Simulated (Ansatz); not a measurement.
Consider the formal exchange of groups at a B–C bond: `BBC(=N)O` + `CCCl` → `BBCCCl` + `N=CO`.

Calculated with Ansatz (gas phase, PBE0-D4/def2-TZVP geometries, no zero-point term in ΔE). CBS: MP2 limit from def2 TZ/QZ plus the TZ coupled-cluster correction, frozen cores. This one scheme is used for every species. Each species was taken in one conformer, which may not be the lowest.

```tsv
species	CCSD(T)/CBS(def2) energy (Eh)
`BBC(=N)O`	-220.45358
`CCCl`	-538.89655
`BBCCCl`	-589.63711
`N=CO`	-169.71775
```

Problem. Work out ΔE.

Solution. ΔE = (-589.63711) + (-169.71775) − (-220.45358) − (-538.89655) = -0.00473 Eh = -12.4 kJ/mol.

Largest T1 diagnostic among the species: 0.015.

In def2-TZVPP, CCSD(T) changes the Hartree–Fock value by −3.1 kJ/mol (the triples alone add +0.3 kJ/mol) and MP2 by −4.2 kJ/mol.
